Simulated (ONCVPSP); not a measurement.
## Varying the ONCV potential for antimony

Base potential:

ONCVPSP 4.0.1 input, shortened (lines: element, Z, core and valence counts, functional; n l f; lmax; l rc ep ncon nbas qcut; lloc lpopt rc5 dvloc0; l nproj debl; icmod fcfact rcfact), PBEsol, scalar-relativistic:

```
  Sb 51.00    6    5  -116133      upf
    1    0    2.00
    2    0    2.00
    2    1    6.00
    3    0    2.00
    3    1    6.00
    3    2   10.00
    4    0    2.00
    4    1    6.00
    4    2   10.00
    5    0    2.00
    5    1    2.00
    2
    0    1.30    0.00    4    8   10.30
    1    1.55    0.00    3    6   11.10
    2    1.50    0.00    3    8    8.30
    4    4    1.30    0.00
    0    2    3.70
    1    2    2.20
    2    3    3.20
    2    0.40    0.80
```

Cutoffs, loose and tight: the cutoffs (Ha) at which the residual kinetic energy of the hardest occupied pseudo-wave falls to 1 and 0.1 mHa per electron. They do not see the model core or the augmentation charge, which bear on the density cutoff. Test errors are all-electron minus pseudo excitation energies from the reference, over the configurations 4s2 4p6 4d10 5s2 5p3; 4s2 4p6 4d10 5s2 5p1; 4s2 4p6 4d10 5s2 5p0; 4s2 4p5 4d10 5s2 5p3. A dash means not determined; rows that change the core or the reference have their own tests.

| change | outcome | cutoff, loose | cutoff, tight | bound ghosts | GHOST(+) flags above zero | largest test error (meV) |
| --- | --- | --- | --- | --- | --- | --- |
| base | generated | 38 Ha | 44 Ha | none | none | -216 |
| all radii but the core radius scaled by about 0.77 (s 1.00, p 1.20, d 1.16 bohr); local potential polynomial inside 1.00 bohr (lpopt 4, dvloc0 0 Ha) | generated | 80 Ha | 206 Ha | none | s | -122 |
| all radii but the core radius scaled by about 0.91 (s 1.18, p 1.40, d 1.36 bohr); local potential polynomial inside 1.18 bohr (lpopt 4, dvloc0 0 Ha) | generated | 42 Ha | 126 Ha | none | none | -173 |
| all radii but the core radius scaled by about 1.04 (s 1.36, p 1.62, d 1.56 bohr); local potential polynomial inside 1.36 bohr (lpopt 4, dvloc0 0 Ha) | generated | 36 Ha | 42 Ha | none | none | -224 |
| all radii but the core radius scaled by about 1.14 (s 1.48, p 1.78, d 1.72 bohr); local potential polynomial inside 1.48 bohr (lpopt 4, dvloc0 0 Ha) | generated | 32 Ha | 39 Ha | none | none | -216 |
| all radii but the core radius scaled by about 1.23 (s 1.60, p 1.90, d 1.84 bohr); local potential polynomial inside 1.60 bohr (lpopt 4, dvloc0 0 Ha) | generated | 30 Ha | 37 Ha | none | none | -178 |
| all radii but the core radius scaled by about 1.31 (s 1.70, p 2.04, d 1.96 bohr); local potential polynomial inside 1.70 bohr (lpopt 4, dvloc0 0 Ha) | generated | 28 Ha | 35 Ha | none | s | -43 |

Reading the sweep of the scale of all radii but the core radius (base = 1) (base included, trends over the rows without a ghost): The loose cutoff falls from 80 Ha at 0.77 to 28 Ha at 1.31. A larger radius leaves more room for a smooth pseudo-wave, so fewer plane waves are needed; a smaller one forces it to follow the all-electron wave where it bends sharply. The median size of the test errors (rows with all tests solved) is not monotonic: lowest 6.7 meV at 0.77, highest 8.6 meV at 1.23.
